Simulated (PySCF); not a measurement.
PySCF 2.14 output of an unrestricted MN15 calculation on a single atom or ion in cc-pVTZ-PP with ECP28MDF (5s5p4d2f1g, 63 functions), with scalar relativity through the core potential:

```
SCF conv_tol = 1e-09
number electrons alpha = 7  beta = 4
    H. S. Yu, X. He, S. L. Li, and D. G. Truhlar.,  Chem. Sci. 7, 5032-5051 (2016)
    H. S. Yu, X. He, S. L. Li, and D. G. Truhlar.,  Chem. Sci. 7, 5032-5051 (2016)
cycle= 1 E= -46.4183521294721  delta_E= -0.00289  |g|= 0.0107  |ddm|= 0.235
cycle= 2 E= -46.4184566063355  delta_E= -0.000104  |g|= 0.00381  |ddm|= 0.0842
cycle= 3 E= -46.4184671432141  delta_E= -1.05e-05  |g|= 0.000995  |ddm|= 0.0147
cycle= 4 E= -46.4184687044599  delta_E= -1.56e-06  |g|= 0.000127  |ddm|= 0.00686
cycle= 5 E= -46.4184687447917  delta_E= -4.03e-08  |g|= 4.26e-06  |ddm|= 0.000714
cycle= 6 E= -46.41846874481  delta_E= -1.82e-11  |g|= 1.95e-07  |ddm|= 1.38e-05
converged SCF energy = -46.41846874481  <S^2> = 3.7507814  2S+1 = 4.0003907
```

The run itself started from symmetry-adapted Hartree-Fock orbitals and held the occupation by maximum overlap, on a logarithmic radial grid, so the iterations belong to that start.

Problem. Which element, charge and spin multiplicity is this?

Solution. Zr+ (zirconium, charge +1), multiplicity 4; the state was [Kr] 4d2 5s1, high-spin 4F determinant.

Energies and moments cover only the electrons outside the core potential.
